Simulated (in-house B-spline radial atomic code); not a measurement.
Configurations of the ytterbium ion Yb⁶⁺, with energies counted from [Kr] 4d10 4f12 5s2 5p4. Level of theory: scalar-relativistic (X2C) PBEsol, spin-polarised, spherical fractional occupations, Fermi nucleus of rms radius 5.3108 fm; calculated with a radial B-spline atomic code at the basis-set limit. Shells without spins written out take the highest spin.

Occupations are held fixed; configurations that lie above the ionisation limit could autoionise.

```tsv
configuration	E - E(ref) (eV)	highest orbital	its <r> (bohr)
[Kr] 4d10 4f11 5s2 5p4 5d1	26.351	5d up	1.577
[Kr] 4d10 4f11 5s2 5p4 6s1	39.44	6s up	2.29
[Kr] 4d10 4f(6 up, 6 down) 5s2 5p(0 up, 3 down) 5d(1 up, 0 down)	40.833	5d up	1.631
[Kr] 4d10 4f(6 up, 6 down) 5s2 5p(0 up, 3 down) 6s(1 up, 0 down)	51.367	6s up	2.342
[Kr] 4d10 4f12 5s2 5p3 5f1	69.283	5f up	2.447
[Kr] 4d9 4f13 5s2 5p4	177.04	4f down	0.6753
[Kr] 4d9 4f12 5s2 5p4 6f1	254.17	6f up	4.325
```

Problem. Order these further configurations by energy, lowest first.
A. [Kr] 4d(5 up, 4 down) 4f(5 up, 7 down) 5s2 5p(2 up, 2 down) 5d(0 up, 1 down)
B. [Kr] 4d9 4f12 5s2 5p5
C. [Kr] 4d9 4f12 5s2 5p4 6p1
D. [Kr] 4d10 4f12 5s2 5p3 5d1
E. [Kr] 4d10 4f11 5s2 5p4 6p1

Solution. D (35.592 eV), E (49.58 eV), B (166.65 eV), A (209.33 eV), C (227.64 eV).

Problem. How far above the reference does [Kr] 4d10 4f12 5s2 5p3 6d1 lie?

Solution. 71.521 eV; its least bound orbital is 6d up with <r> = 3.21 bohr.

Problem. How far above the reference does [Kr] 4d10 4f(6 up, 6 down) 5s2 5p(2 up, 2 down) lie?

Solution. 2.723 eV; its least bound orbital is 4f up with <r> = 0.6797 bohr.

Problem. How far above the reference does [Kr] 4d10 4f(6 up, 6 down) 5s2 5p(1 up, 2 down) 5f(0 up, 1 down) lie?

Solution. 74.219 eV; its least bound orbital is 5f down with <r> = 2.475 bohr.
